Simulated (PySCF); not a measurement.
## Sm⁴⁸⁺: ionisation energy

Sm⁴⁸⁺ [Ne] 3s2 3p2 (3P) → Sm⁴⁹⁺ [Ne] 3s2 3p1 (2P), as a difference of total energies. All numbers are calculated (PySCF 2.14, no relativity, point nucleus, in an uncontracted even-tempered set (16 s from 10 bohr⁻², ratio 2.5; 10 p from 14 bohr⁻², ratio 2.5; 4 d from 54 bohr⁻², ratio 2.7; 4 f from 80 bohr⁻², ratio 2.7)). Correlated levels: outer shells: 1s2 frozen; virtual orbitals above 40 to 60 times the deepest correlated orbital energy dropped. The calculations carry no spin-orbit coupling.

```
                method  ionisation energy (eV)
                   UHF                  4037.8
    MP2 (outer shells)                  4037.9
SCS-MP2 (outer shells)                  4037.6
   CCSD (outer shells)                  4037.5
CCSD(T) (outer shells)                  4037.5
```

Spin-orbit coupling is strong in these open shells (close to jj coupling). The scalar numbers leave it out and a first-order estimate fails, so it can dominate the gap to the real levels.

The gap to the reference is mostly relativistic.

For comparison: 4227 ± 4 eV (theoretical estimate listed by NIST; NIST Atomic Spectra Database, ionization energies).
